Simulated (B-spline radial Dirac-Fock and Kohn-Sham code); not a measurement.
# K-shell conversion coefficients of Ag against transition energy

Method: a Dirac-Hartree-Slater potential of the neutral atom with a Latter tail (no hole, which puts coefficients of high multipoles low close above an edge), finite nucleus with surface currents. Computed with a B-spline atomic structure program. Subshells within 1 keV of threshold and pair formation are left out.

```
energy (keV)        E1        E2        E3        E5        M1        M3
        30.6      3.65      24.5      86.0       783      11.4      2340
          50     0.978      9.40      68.3      3330      2.69       486
        86.2     0.213      1.80      12.2       531     0.558      52.2
        92.6     0.174      1.42      9.42       387     0.455      38.6
         100     0.140      1.10      7.07       272     0.366      27.9
         114    0.0960     0.708      4.29       146     0.254      16.1
         115    0.0936     0.687      4.15       140     0.247      15.5
         131    0.0646     0.441      2.50      74.0     0.172      8.97
         180    0.0262     0.148     0.707      14.9    0.0725      2.41
         200    0.0195     0.103     0.465      8.69    0.0547      1.57
         324   0.00524    0.0206    0.0711     0.778    0.0156     0.238
         454   0.00223   0.00725    0.0209     0.162   0.00676    0.0694
         500   0.00177   0.00547    0.0151     0.106   0.00535    0.0495
         517   0.00163   0.00497    0.0135    0.0917   0.00493    0.0442
         598   0.00117   0.00332   0.00843    0.0499   0.00349    0.0270
         745  0.000725   0.00188   0.00434    0.0212   0.00209    0.0132
         751  0.000713   0.00184   0.00424    0.0205   0.00205    0.0129
         821  0.000593   0.00148   0.00330    0.0148   0.00167   0.00978
         882  0.000514   0.00125   0.00271    0.0115   0.00142   0.00785
         918  0.000475   0.00114   0.00243    0.0100   0.00130   0.00696
        1000  0.000403  0.000939   0.00195   0.00749   0.00108   0.00540
        1070  0.000354  0.000809   0.00164   0.00600  0.000928   0.00443
        1090  0.000342  0.000777   0.00156   0.00565  0.000891   0.00420
        1250  0.000267  0.000581   0.00112   0.00369  0.000663   0.00285
        1280  0.000256  0.000553   0.00106   0.00343  0.000630   0.00267
        1800  0.000145  0.000283  0.000494   0.00131  0.000310   0.00108
        2000  0.000123  0.000233  0.000396  0.000994  0.000251  0.000830
```

**Question.** How fast do they fall between 1280 and 2000 keV?

**Answer.** As powers of the energy: E1 E^-1.65, E2 E^-1.94, E3 E^-2.20, E5 E^-2.78, M1 E^-2.06, M3 E^-2.62. Within one type (E or M) the higher multipoles fall faster.
